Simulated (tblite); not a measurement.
Run record: tight-binding relaxation, `C[B@@H-]1C[C@@H](Br)C[O+]1C`.

Computed with GFN2-xTB geometry optimisation, gas phase (tblite 0.8.0). Start geometry: from a force field or distance geometry. The input is one job of a driver script: a line of settings, then coordinates in Å.

Command:
```bash
OMP_NUM_THREADS=1 python probes_run.py task.json out
```

Input:
```
{"job": {"kind": "relax", "xc": "GFN2-xTB", "basis": "xTB"}, "charge": 0, "multiplicity": 1}
C      2.095400    -0.342900    -0.592100
B      0.481600    -0.214800    -0.656900
C      0.046600     1.293600    -0.904000
C     -0.683400     1.665400     0.363100
Br    -2.192100     2.840900     0.062500
C     -1.123400     0.322500     0.952300
O     -0.088500    -0.613600     0.677700
C     -0.620100    -1.928500     0.641800
H      2.378900    -1.399100    -0.404900
H      2.520500    -0.013600    -1.552800
H      2.484500     0.291400     0.226400
H      0.081100    -0.899700    -1.548700
H     -0.657900     1.331200    -1.767900
H      0.898700     1.981000    -1.090600
H      0.023100     2.161300     1.074700
H     -1.257100     0.423800     2.066300
H     -2.099600     0.040200     0.506500
H     -1.069100    -2.200800     1.624400
H      0.183700    -2.669500     0.457400
H     -1.407800    -2.058200    -0.138200
```

Problem. Give the output.

Solution. 
```
step      E/eV     max force
  0    -712.53557    2.762
  1    -712.78344    1.429
  2    -712.88304    0.536
  3    -712.91823    0.410
  4    -712.95918    0.427
  5    -712.98389    0.392
  6    -713.00012    0.316
  7    -713.01160    0.197
  8    -713.01976    0.177
  9    -713.02547    0.226
... (75 lines left out)
 85    -713.10650    0.045
 86    -713.10661    0.032
 87    -713.10668    0.015
 88    -713.10672    0.013
 89    -713.10675    0.015
 90    -713.10678    0.013
 91    -713.10681    0.012
 92    -713.10683    0.011
 93    -713.10684    0.011
 94    -713.10685    0.009
```

«max force» is the largest atomic force in eV/Å.

Problem. From which step on does the largest force stay under 0.1 eV/Å, and how much energy is left to gain from there?

Solution. From step 35 (0.059 eV/Å), 7.6 meV above the end.

In short: energy lowered by 13.2 kcal/mol over 94 steps; largest atomic force 0.009 eV/Å at the end.

Problem. How long does this job take on an Arm Neoverse N1 with one thread, no GPU, on a shared host?

Solution. About 1.2 s.
Labels such as C1 count atoms from 1, the log's own numbers from 0.
